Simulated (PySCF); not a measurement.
A GIAO shielding run with PySCF 2.14 (density fitting, non-relativistic, gas phase) on `O=COC[Si@H](O)[SiH2]S`, C2H8O3SSi2:

```
$ OMP_NUM_THREADS=1 python probes_run.py task.json out

{"job": {"kind": "nmr", "xc": "PBE0", "basis": "pcSseg-1"}, "charge": 0, "multiplicity": 1}
O      2.566670     0.655466    -0.926046
C      2.873942     0.658624     0.238563
O      2.058782     0.692359     1.250344
C      0.654975     0.770196     0.955320
Si     0.055631    -0.350935    -0.499632
O     -0.010059     0.382031    -1.940340
Si    -2.196664    -0.702851    -0.237461
S     -2.527505    -1.315469     1.812636
H      3.917334     0.634708     0.591977
H      0.168079     0.502155     1.891816
H      0.417673     1.816825     0.741243
H      0.914390    -1.539912    -0.473087
H      0.796457     0.725761    -2.328067
H     -2.763197    -1.792328    -1.035980
H     -3.112519     0.428769    -0.418749
H     -3.821590    -1.556456     1.701300
```

Hardware: 1 thread of an Arm Neoverse N1, shared host. The job also computes population analyses, field gradients.

**Question.** How large is the calculation?

**Answer.** 88 electrons, 197 basis functions and 1096 auxiliary functions.

**Question.** How long does it take, and how much memory does it need?

**Answer.** 65 s of wall time, with 14 SCF cycles and 5 response iterations; peak memory 0.88 GiB. Times on a shared host scatter by some tens of per cent.
